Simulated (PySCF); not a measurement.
**Basis and Hamiltonian dependence of the excitation energy of Ca**

Ca [Ar] 4s2 (1S) → Ca [Ar] 4s1 5s1 (3S). All values are computed (PySCF 2.14, energy differences of UHF-based or UKS calculations, no spin-orbit coupling). Values in eV.

| basis | Hamiltonian | functions | UHF | LDA | PBE0 | MP2 (valence) | CCSD(T) (valence) | CCSD(T) (valence and next inner shell) |
| --- | --- | --- | --- | --- | --- | --- | --- | --- |
| ANO-RCC-VTZP | spin-free X2C | 38 | 4.023 | 4.505 | 4.419 | 4.423 | 4.581 | 4.624 |
| x2c-TZVPPall with one added diffuse shell each of s, p, d type | spin-free X2C | 45 | 3.105 | 3.910 | 3.732 | 3.553 | 3.744 | 3.848 |
| aug-cc-pVTZ-X2C | spin-free X2C | 59 | 3.099 | 3.906 | 3.733 | 3.592 | 3.752 | n/a |
| def2-QZVPPD | non-relativistic | 70 | 3.415 | 4.080 | 3.918 | 3.883 | 4.013 | 4.129 |
| dyall-av2z | non-relativistic | 76 | 3.079 | 3.893 | 3.724 | 3.549 | 3.739 | n/a |
| aug-cc-pVQZ-X2C | spin-free X2C | 93 | 3.093 | 3.916 | 3.731 | 3.599 | 3.748 | n/a |
| aug-cc-pwCVTZ-X2C with one added diffuse shell each of s, p, d, f type | spin-free X2C | 100 | 3.093 | 3.907 | 3.723 | 3.593 | 3.749 | 3.890 |
| dyall-av3z | non-relativistic | 132 | 3.079 | 3.887 | 3.709 | 3.583 | n/a | n/a |
| dyall-av3z | spin-free X2C | 132 | 3.094 | 3.905 | 3.725 | 3.597 | n/a | n/a |

Frozen in the all-electron rows: valence and next inner shell: [Ne]; valence: [Ar].

At UHF, ANO-RCC-VTZP, def2-QZVPPD lie more than 0.3 eV from the median of the rows with comparable relativity. Of these, ANO-RCC-VTZP, def2-QZVPPD have no diffuse functions of the l that the added or promoted electron needs.

Non-relativistic rows lack the scalar-relativistic shift.

Reference for a calculation without spin-orbit coupling: 3.910 eV (measured, between term centres; NIST).
